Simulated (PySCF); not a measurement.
How methods differ on the fine-structure interval of Sm³¹⁺

Sm³¹⁺ [Ar] 3d10 4s2 4p1 [4p1/2^1, M_J = 1/2] → Sm³¹⁺ [Ar] 3d10 4s2 4p1 [4p3/2^1, M_J = 3/2], as a difference of total energies. Computed with PySCF 2.14 in an uncontracted even-tempered set (17 s from 2.9 bohr⁻², ratio 2.8; 13 p from 3.8 bohr⁻², ratio 2.8; 8 d from 6.8 bohr⁻², ratio 2.8; 4 f from 17 bohr⁻², ratio 3), with the two-component X2C-1e Hamiltonian. Correlated levels: [Ne] frozen; the 74 highest virtual spinors dropped. "Screened" scales the spin-orbit matrix elements by Boettger's factors to mimic the two-electron term; Breit and QED terms are absent.

```csv
method,fine-structure interval (cm⁻¹)
GHF (screened spin-orbit),309630
GMP2 (screened spin-orbit),307720
GHF (bare spin-orbit),320660
```
